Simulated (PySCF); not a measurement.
## A series of derivatives of CCC1CC1[SiH3]

Parent skeleton `[CH3:1][CH2:2][CH:3]1[CH2:4][CH:5]1[SiH3:6]`; one hydrogen on atom 5 is replaced by X. Hydrogens on one atom are averaged.

[PySCF: shieldings: GIAO PBE0/pcSseg-1; structure optimised with GFN2-xTB; averaged over atoms made equivalent by symmetry, fast rotation or ring inversion; a single conformation; no solvent; non-relativistic]

Shifts are taken against calculated references (same method and geometry level): $^{13}$C (σ = 186.93 ppm) and $^{29}$Si (σ = 349.16 ppm) and $^{1}$H (σ = 31.72 ppm) against TMS.

Parent (X = H): C1 16.8, C2 33.7, C3 22.3, C4 11.9, C5 0.0, Si6 -61.8, H(C1) 1.13, H(C2) 1.29, H(C3) 0.51 ppm. Effects are Δδ = δ(X) − δ(H), positive for deshielding.

Known members:
| X | C1 | C2 | C3 | C4 | C5 | Si6 | H(C1) | H(C2) | H(C3) |
| --- | --- | --- | --- | --- | --- | --- | --- | --- | --- |
| Cl | -1.2 | -4.7 | +11.0 | +11.9 | +34.0 | -1.1 | +0.00 | +0.07 | +0.70 |
| OCHF2 | +0.5 | -4.8 | +7.4 | +10.9 | +57.5 | -3.5 | +0.10 | -0.01 | +0.61 |

Four more derivatives gave (Δδ, ppm):
```csv
compound,C1,C2,C3,C4,C5,Si6,H(C1),H(C2),H(C3)
1,+0.8,-2.7,+6.3,+10.8,+13.0,+0.7,+0.07,+0.03,-0.12
2,-1.3,-4.4,+9.4,+0.8,+45.6,+1.7,+0.00,+0.33,+0.00
3,-0.3,-8.3,+4.1,+9.7,+13.2,+7.9,+0.06,+0.29,+0.10
4,-1.6,-5.2,+6.0,+8.3,+74.5,-6.3,-0.03,-0.05,+0.79
```

Q: Their substituents are C2H5, CH2Cl, F, N=CH2. Which is which?

A: 1: X = C2H5 (CC[C@@H]1C[C@@]1([SiH3])CC); 2: X = N=CH2 (C=N[C@@]1([SiH3])C[C@@H]1CC); 3: X = CH2Cl (CC[C@@H]1C[C@]1([SiH3])CCl); 4: X = F (CC[C@@H]1C[C@]1(F)[SiH3]).
